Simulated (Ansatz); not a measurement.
Wavefunction ladder for C₃H₁₀OSi (`CCCO[SiH3]`)

```xyz
15

C     0.039   -0.298   -2.401
C     0.658   -0.492   -1.028
C    -0.189    0.117    0.065
O     0.430   -0.088    1.319
Si   -0.231    0.443    2.725
H    -0.948   -0.763   -2.462
H     0.662   -0.743   -3.180
H    -0.079    0.763   -2.639
H     1.653   -0.038   -0.988
H     0.790   -1.556   -0.813
H    -1.190   -0.339    0.059
H    -0.321    1.193   -0.119
H     0.700    0.046    3.806
H    -0.401    1.924    2.708
H    -1.572   -0.168    2.948
```

Charge 0, multiplicity 1. The structure was optimised at the PBE0-D4/def2-TZVP level. It is one conformer, not always the lowest. Frozen core, restricted reference, Ansatz. CBS rows extrapolate triple and quadruple zeta; past MP2 they add the triple-zeta difference.

```csv
basis,HF (Eh),MP2 corr.,CCSD corr.,(T),CCSD(T) total
def2-TZVPP,-483.34560,-0.89087,-0.94845,-0.03433,-484.32838
def2-QZVPP,-483.36451,-0.95241,–,–,–
CBS(def2),-483.36711,-0.99799,-1.05556,as TZ,-484.45700
```
